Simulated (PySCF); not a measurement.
Successive ionisation energies of one element at GMP2 (screened spin-orbit), starting from the ion with 8 electrons. Calculated with PySCF 2.14, two-component X2C-1e (Gaussian nucleus, no Breit or QED terms), each ion in its own even-tempered basis; GMP2 freezes the deep shells of the larger ions and drops the highest virtual spinors; eV.

728.03, 818.96, 894.17, 975.07, 1084.9, 1158.0, 5131.7, 5471.6

Problem. Which element is it?

Solution. Calcium (Ca, Z = 20); the list starts at Ca¹²⁺. The hydrogenic estimate 13.606 eV × (q + 1)²/n² with q = 12 and n = 2 gives 574.84 eV for the first entry, a lower bound because the other electrons screen the nucleus only in part.
